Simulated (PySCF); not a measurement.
Frontier orbitals and the lowest excitations

Benzoyl fluoride, C₇H₅FO.
Z-matrix (Å and degrees, GFN2-xTB geometry), rows numbered from 1:
```
O 
C   1  1.1848
F   2  1.3702  1  118.56
C   2  1.4618  1  129.18  3  -180.00
C   4  1.3950  2  122.04  1  -179.85
C   5  1.3821  4  119.60  2   179.93
C   6  1.3866  5  120.20  4     0.04
C   7  1.3876  6  120.34  5    -0.04
C   8  1.3804  7  119.95  6     0.02
H   5  1.0794  4  119.84  2     0.00
H   6  1.0796  5  119.83  4  -179.95
H   7  1.0801  6  119.83  5   179.99
H   8  1.0794  7  120.05  6  -179.94
H   9  1.0795  4  118.75  2     0.01
```

The calculation used TDDFT wB97X-D/def2-SVPD, vertical, gas phase, core orbitals frozen in the response (PySCF 2.14.0, density-fitted response routines).

Kohn–Sham orbitals with the atoms that hold most of them (Löwdin shares over 4%, at most four atoms; ? is withheld):

| orbital | ε (eV) | atoms |
| --- | --- | --- |
| LUMO+2 | 2.16 | C2 14%, C6 10%, C7 10%, C8 10% |
| LUMO+1 | 0.90 | C8 19%, C5 19%, C6 18%, C9 18% |
| LUMO | -0.36 | ? |
| HOMO | ? | ? |
| HOMO-1 | -9.91 | C4 22%, C7 21%, C8 17%, C5 15% |
| HOMO-2 | -11.06 | O1 67%, F3 11%, C2 10%, C4 6% |
| HOMO-3 | -12.36 | C8 13%, C6 13%, C9 12%, C5 12% |

Q: Which atoms hold the HOMO, and with what shares?

A: C6 (bonded to 2 C and H) 24%; C9 (bonded to 2 C and H) 24%; C5 (bonded to 2 C and H) 14%; C8 (bonded to 2 C and H) 14%.

Q: Give the leading atoms of the LUMO.

A: C2 (bonded to C, F and O) 17%; C7 (bonded to 2 C and H) 15%; O1 (bonded to C) 14%; C4 (bonded to 3 C) 13%. By element: carbon 45% or more, oxygen 14%.

Q: What is the HOMO energy, and the HOMO–LUMO gap?

A: ε(HOMO) = -9.85 eV; the gap is 9.49 eV (0.3486 hartree).

Q: How does S1 compare with the orbital gap of 9.49 eV?

A: S1 is at 5.10 eV (f = 0.025), 4.38 eV below the gap, made of HOMO→LUMO (70%), HOMO-1→LUMO+1 (17%), HOMO-1→LUMO (9%). 

Q: Give energy, strength and leading configuration of S1, S2, S3 and S5, and follow the Löwdin shares of the leading atoms from the occupied to the empty orbital.

A: 
- S1 (5.10 eV, f 0.025), HOMO→LUMO (70%): C6 24% → at most 14%, C9 24% → at most 14%, C2 at most 14% → 17%, C7 at most 14% → 15%
- S2 (5.44 eV, f 0.0001), HOMO-2→LUMO (88%): O1 67% → 14%, F3 11% → at most 14%, C2 10% → 17%, C7 at most 7% → 15%
- S3 (5.64 eV, f 0.241), HOMO-1→LUMO (78%): C4 22% → 13%, C7 21% → 15%, C2 at most 15% → 17%
- S5 (6.95 eV, f 0.589), HOMO→LUMO+1 (78%): C6 24% → 18%, C9 24% → 18%, C8 14% → 19%, C5 14% → 19%

The run took about 1.9 min of CPU time (grids of density and orbitals included) (one thread, shared machine).

One conformer stands for the species.
